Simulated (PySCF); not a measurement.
AsH₄Si, SMILES [AsH2][SiH2], multiplicity 2.

The structure is a stationary point at B3LYP-D3(BJ)/def2-TZVP. The isomer is the one that the SMILES or the coordinates give; other isomers of the formula were not compared.

All values below come from TDA-CAM-B3LYP/def2-SVPD run with PySCF.

Vertical excitations. Gas-phase values at a fixed geometry.

**Question.** List the lowest excited states. (The exact figures need the calculation; the answer reports its results.)

**Answer.** 
| state | energy (eV) | λ (nm) | f | main pairs |
|---|---|---|---|---|
| root 1 | 3.66 | 339 | 0.040 | β HOMO→LUMO 88 % |
| root 2 | 4.55 | 273 | 0.074 | α HOMO→LUMO 71 %, β HOMO−1→LUMO 11 % |
| root 3 | 4.90 | 253 | 0.003 | α HOMO→LUMO+1 51 %, α HOMO→LUMO 21 %, β HOMO−1→LUMO 23 % |
| root 4 | 4.94 | 251 | 0.004 | α HOMO→LUMO+2 85 % |
| root 5 | 5.01 | 247 | 0.056 | α HOMO→LUMO+1 33 %, β HOMO−1→LUMO 56 % |
| root 6 | 5.11 | 242 | 0.003 | β HOMO−2→LUMO 89 % |
| root 7 | 5.45 | 227 | 0.020 | α HOMO→LUMO+3 85 % |
| root 8 | 5.88 | 211 | 0.018 | α HOMO→LUMO+4 83 % |
| root 9 | 6.24 | 199 | 0.000 | α HOMO→LUMO+2 8 %, α HOMO−1→LUMO+2 6 %, β HOMO→LUMO+3 72 % |
| root 10 | 6.28 | 197 | 0.011 | α HOMO→LUMO+5 17 %, α HOMO−1→LUMO+1 13 %, α HOMO−1→LUMO 13 %, β HOMO→LUMO+2 38 % |
Unrestricted roots are not spin-pure.
